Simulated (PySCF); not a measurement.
An unknown shows these calculated signals:

1H NMR (600 MHz, computed): δ 7.14 (br s, 1H), 6.77 (br s, 1H), 5.49 (m, 1H), 5.16 (m, 1H), 1.97 (s, 3H), 1.96 (m, 1H), 1.87 (m, 1H).

13C{1H} NMR (computed): δ 164.2 (C), 157.3 (CH2), 125.7 (C), 122.5 (C), 104.8 (CH), 20.4 (CH2), 20.3 (CH3).

PySCF calculation with geometry from GFN2-xTB and shieldings: GIAO PBE0/pcSseg-1; no relativistic terms, single conformer, gas phase, equivalent nuclei averaged.

References, each an isolated molecule treated in the same way: 1H, 13C against TMS.

**Question.** Which of these does the molecule contain: an amide, a non-aromatic C=C double bond, an aldehyde, a nitrile, a ketone, a Si–H bond?

**Answer.** 
- An amide: no.
- A non-aromatic C=C double bond: yes.
- An aldehyde: no.
- A nitrile: yes (δC 122.5).
- A ketone: no.
- A Si–H bond: yes (δH 5.49 (m)).

The data belong to SMILES [Si@H]1(C(=C)C#N)CC=C(C)O1, C7H9NOSi; they needn't prove each group on their own.

Carbon signals by region: 1 in the far downfield region (above 160 ppm), 4 in the sp2 and nitrile region (100–160 ppm), 2 below 50 ppm. Above 160 ppm: 164.2, alkene carbon bearing oxygen.

Shifts are as computed. Against solution values, carbons near 30 ppm lie about +3 ppm off and those near 130 ppm about +5 ppm. Of 1211 compounds with measured shifts, 218 miss one by over three times the rms of a fit or turn the order of signals round; such compounds aren't used in these exercises. No couplings were computed; multiplicities are counted from neighbouring protons, with m where these are inequivalent, close in shift, in a saturated or five-membered ring or joined by F or P, and br s for small geminal =CH2 splittings.
